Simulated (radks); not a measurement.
Values are calculated unless marked as measured or tabulated.
All-electron atom: Xe XLVI in [He] 2s2 2p5. Code: a radial shooting solver on a logarithmic mesh with Libxc functionals. Model: Dirac Kohn-Sham, relativistic LDA (MacDonald-Vosko exchange, VWN5 correlation), spin-unpolarised, spherical densities, finite nucleus; open shells fill j = l - 1/2 first; Fermi nuclear charge, rms radius 4.7859 fm.

Unscreened Slater integrals over Kohn-Sham orbitals (cm^-1). Large and small components are both included.

integral           value
F0(2p3/2,2p3/2)  2018800
F2(2p3/2,2p3/2)   965260
F0(2p3/2,2p1/2)  2075200
G2(2p3/2,2p1/2)   955070
F0(2p3/2,2s1/2)  1871600
G1(2p3/2,2s1/2)  1052400
F0(2p3/2,1s1/2)  2734700
G1(2p3/2,1s1/2)   500180
F0(2p1/2,2p1/2)  2138000
F0(2p1/2,2s1/2)  1914800
G1(2p1/2,2s1/2)  1033000
F0(2p1/2,1s1/2)  2924900
G1(2p1/2,1s1/2)   534650
F0(2s1/2,2s1/2)  1778700
F0(2s1/2,1s1/2)  2526200
G0(2s1/2,1s1/2)   273790
F0(1s1/2,1s1/2)  7755500
